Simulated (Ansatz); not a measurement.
Cartesian coordinates (Å):
```xyz
14

C     -3.1932     0.5074     0.3734
C     -3.1279    -0.8403     0.3212
S     -1.5551    -1.5509     0.1219
C     -0.6941    -0.0366     0.0763
C      0.6941     0.0366    -0.0763
S      1.6970    -1.3796    -0.2355
C      3.1932    -0.5074    -0.3734
C      3.1279     0.8403    -0.3212
S      1.5551     1.5509    -0.1219
S     -1.6970     1.3796     0.2355
H     -4.1095     1.0879     0.4951
H     -3.9836    -1.5141     0.3942
H      4.1095    -1.0879    -0.4951
H      3.9836     1.5141    -0.3942
```
Charge +1, spin multiplicity 2.

Level of theory: frozen-core CCSD(T)/def2-SVP // B3LYP-D3(BJ)/def2-SVP run with Ansatz (a program for electronic structure).

| Property | Result |
|---|---|
| HF energy | -1818.67551 Ha |
| MP2 correlation energy | -1.29640 Ha |

Estimate the CCSD correlation energy, the (T) correction, the total energy and the T1 diagnostic.


```json
{
  "CCSD correlation energy": "-1.35274 Ha",
  "(T) correction": "-0.06645 Ha",
  "CCSD(T) total energy": "-1820.09470 Ha",
  "T1 diagnostic": "0.016"
}
```
